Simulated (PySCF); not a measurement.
A side-by-side comparison of computed properties.

First species: C3H13NSi2.
InChI=1S/C3H13NSi2/c1-4-2-3(5)6/h3-4H,2H2,1,5-6H3

Second species: C₅H₇F₃P (charge +1).
SMILES: `CC1=C(C(F)(F)F)[P@H+]1C`

Levels: CAM-B3LYP/def2-SVPD for HOMO energy, LUMO energy, HOMO–LUMO gap, static isotropic polarisability and electronic spatial extent ⟨r²⟩ about the centre of nuclear charge; TDDFT CAM-B3LYP/def2-SVPD for lowest singlet excitation; TDA CAM-B3LYP/def2-SVPD for lowest triplet excitation (Tamm–Dancoff); GFN2-xTB for rotational constant A and rotational constant C. Geometries: GFN2-xTB. Each structure is a single optimised conformer of the isolated species, non-relativistic unless stated; the electronic structure was computed with PySCF and density fitting.

Dipoles, sizes and rotational constants follow the conformer. The torsions of the flexible species, by atom-mapped SMILES:
- `[CH3:1][NH:2][CH2:3][CH:4]([SiH3:5])[SiH3:6]`: C1–N2–C3–C4 -170°, N2–C3–C4–Si5 39°
- `[CH3:1][C:2]1=[C:3]([C:4]([F:5])([F:6])[F:7])[P@H+:8]1[CH3:9]`: C2–C3–C4–F5 123°

| property | column X | column Y |
| --- | --- | --- |
| HOMO energy | -15.25 eV | -8.24 eV |
| LUMO energy | -5.07 eV | 1.06 eV |
| HOMO–LUMO gap | 10.18 eV | 9.30 eV |
| lowest singlet excitation | 6.37 eV | 6.16 eV |
| lowest triplet excitation (Tamm–Dancoff) | 4.72 eV | 5.93 eV |
| static isotropic polarisability | 79.1 au | 100.6 au |
| electronic spatial extent ⟨r²⟩ about the centre of nuclear charge | 1489 bohr² | 1257 bohr² |
| rotational constant A | 1.790 GHz | 3.111 GHz |
| rotational constant C | 0.771 GHz | 0.992 GHz |

Task: Which column belongs to which species?

Result: Column X is the second species and column Y the first. The first has 19 atoms and 66 electrons, the second 16 and 78; their charges are 0 and +1, their HOMO energies -8.24 eV and -15.25 eV.

Task: How does each property change from the first species to the second?

Result: HOMO energy -7.01 eV; LUMO energy -6.13 eV; HOMO–LUMO gap +0.88 eV; lowest singlet excitation +0.21 eV; lowest triplet excitation (Tamm–Dancoff) -1.21 eV; static isotropic polarisability -21.5 au; electronic spatial extent ⟨r²⟩ about the centre of nuclear charge +232 bohr²; rotational constant A -1.321 GHz; rotational constant C -0.221 GHz.

On the first: The polarisability is 14.91 Å³ as a volume (1 au = 0.148185 Å³), or 1.52 au for each of the 66 electrons. The vertical singlet–triplet gap S1 − T1 is 0.23 eV (TDDFT singlet less Tamm–Dancoff triplet; S1: HOMO→LUMO, weight 0.73; T1: HOMO→LUMO, weight 0.68).

On the second: The principal polarisabilities are 63.9, 80.9 and 92.7 au; their mean is the isotropic value. The vertical singlet–triplet gap S1 − T1 is 1.65 eV (TDDFT singlet less Tamm–Dancoff triplet; S1: HOMO→LUMO, weight 0.60; T1: HOMO→LUMO, weight 0.47, beside HOMO→LUMO+1, weight 0.46).
